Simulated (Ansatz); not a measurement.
Compare A (`C=CCC1BC1`) with its isomer B (`C#CCBCC`).

Calculated with Ansatz (gas phase, PBE0-D4/def2-TZVP geometries, no zero-point term in ΔE). CCSD(T)/CBS adds triple-zeta CCSD(T) − MP2 to the extrapolated MP2 energy (def2 sets, frozen cores). DFT in def2-TZVPP. One conformer a species, not always the lowest.

Task: Which is lower in electronic energy at CCSD(T)/CBS, and by how much? (An estimate is asked.)

Result: The calculation gave: B, by 46.6 kJ/mol.

Task: Give E(B) − E(A) in kJ/mol with MP2/def2-TZVPP, PBE-D4, CCSD/def2-TZVPP, CCSD(T)/def2-TZVPP, r2SCAN-D4, B2PLYP, ωB97M-V. (Estimate.)

Result: Ansatz gave: MP2/def2-TZVPP -53.1, PBE-D4 -32.5, CCSD/def2-TZVPP -46.4, CCSD(T)/def2-TZVPP -47.3, r2SCAN-D4 -36.5, B2PLYP -50.9, ωB97M-V -38.1. None reverses the order clearly.

Largest T1 diagnostic: 0.011.

From PBE to PBE0 (25 % exact exchange), in def2-TZVPP and without D4, E(B) − E(A) moves by +4.6 kJ/mol.
